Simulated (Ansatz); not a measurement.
CHFS2Si, SMILES `F[SiH]1SC1=S`, relaxed with RKS PBE-D4/def2-SVP in the Gaussian-basis code of Ansatz from a rough embedded geometry. The force threshold is 0.03 eV/Å; the program also tests the step.

Charge 0, multiplicity 1.

Start:

```xyz
6

F    -1.789   -0.193   -1.016
Si   -0.185   -0.070   -0.829
S    -0.088    1.115    1.326
C     0.462   -0.264    0.780
S     1.225   -1.576    1.467
H     0.375    0.988   -1.728
```

```json
{"step": "1", "energy (eV)": "-33288.9440", "largest force (eV/Å)": "4.077", "largest move (Å)": "0.000"}
{"step": "2", "energy (eV)": "-33289.5161", "largest force (eV/Å)": "2.695", "largest move (Å)": "0.195"}
{"step": "3", "energy (eV)": "-33289.9019", "largest force (eV/Å)": "1.271", "largest move (Å)": "0.195"}
{"step": "4", "energy (eV)": "-33290.1554", "largest force (eV/Å)": "1.057", "largest move (Å)": "0.153"}
{"step": "5", "energy (eV)": "-33290.2735", "largest force (eV/Å)": "0.811", "largest move (Å)": "0.062"}
{"step": "6 (rejected)", "energy (eV)": "-33290.2435", "largest force (eV/Å)": "0.709", "largest move (Å)": "0.132"}
{"step": "7", "energy (eV)": "-33290.3179", "largest force (eV/Å)": "0.084", "largest move (Å)": "0.064"}
{"step": "8", "energy (eV)": "-33290.3196", "largest force (eV/Å)": "0.033", "largest move (Å)": "0.019"}
{"step": "9", "energy (eV)": "-33290.3200", "largest force (eV/Å)": "0.025", "largest move (Å)": "0.015"}
```

End:

```xyz
6

F    -1.782   -0.221   -1.140
Si   -0.307    0.282   -0.656
S    -0.127    1.174    1.275
C     0.530   -0.486    0.783
S     1.323   -1.647    1.573
H     0.361    0.898   -1.836
```

It took 21 s on 2 threads of an Intel Xeon Platinum 8259CL on a shared host, with 0.16 GiB of host memory at the peak.
